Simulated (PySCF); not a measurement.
Isomers of C3H4F2O2S, one GFN2-xTB conformer each. Single-point energies are computed at PBE0/pcSseg-1 (PySCF, gas phase, no added dispersion term), electronic only.

```json
{"SMILES": "O=S1(=O)[C@H](F)C[C@@H]1F", "GFN2-xTB relative energy (kcal/mol)": "1.1"}
{"SMILES": "O=S1(=O)C[C@@H](F)[C@@H]1F", "GFN2-xTB relative energy (kcal/mol)": "0.0"}
{"SMILES": "O=S(=O)(/C=C\\F)CF", "GFN2-xTB relative energy (kcal/mol)": "19.5"}
```

Conformers: `[O:1]=[S:2]1(=[O:3])[C@H:4]([F:5])[CH2:6][C@@H:7]1[F:8]` with O1–S2–C4–F5 15°, S2–C4–C6–C7 -12°, C4–C6–C7–F8 130°, O1–S2–C7–C6 102°; `[O:1]=[S:2](=[O:3])(/[CH:4]=[CH:5]\[F:6])[CH2:7][F:8]` with O1–S2–C4–C5 59°, O1–S2–C7–F8 -155°.

Q: What does PBE0/pcSseg-1 give for the same structures?

A: 
```csv
SMILES,PBE0/pcSseg-1 E (Eh),PBE0/pcSseg-1 (kcal/mol),GFN2-xTB (kcal/mol),point group
O=S1(=O)C[C@@H](F)[C@@H]1F,-864.26321,0.0,0.0,C1
O=S1(=O)[C@H](F)C[C@@H]1F,-864.26218,0.6,1.1,Cs
O=S(=O)(/C=C\F)CF,-864.24432,11.9,19.5,C1
```

Both levels put the same isomer lowest; measured from each level's own lowest isomer, the values differ by up to 7.6 kcal/mol (O=S(=O)(/C=C\F)CF: 19.5 against 11.9). As drawn, the lowest has a four-membered ring, which the highest lacks; the highest has a C=C bond outside aromatic rings, which the lowest lacks. Neighbours under 2.5 kcal/mol apart (O=S1(=O)C[C@@H](F)[C@@H]1F and O=S1(=O)[C@H](F)C[C@@H]1F) can change places with a better method, another conformer or zero-point energy.

Q: Which frontier levels, dipoles and rotational constants go with these structures?

A: 
```tsv
SMILES	HOMO (eV, PBE0/pcSseg-1)	LUMO (eV)	dipole (D)	A, B, C (MHz)
O=S1(=O)C[C@@H](F)[C@@H]1F	-8.71	-0.24	3.60	2529, 1613, 1260
O=S1(=O)[C@H](F)C[C@@H]1F	-8.55	-0.22	4.86	2095, 1824, 1325
O=S(=O)(/C=C\F)CF	-8.62	-1.38	3.63	2258, 1647, 1311
```

Q: As an exercise, what shares would exp(−E/RT) give at 1000 K from these electronic energies alone (no entropy, no degeneracies)?

A: RT = 1.987 kcal/mol: O=S1(=O)C[C@@H](F)[C@@H]1F 58.0 %, O=S1(=O)[C@H](F)C[C@@H]1F 41.9 %, O=S(=O)(/C=C\F)CF 0.1 %.
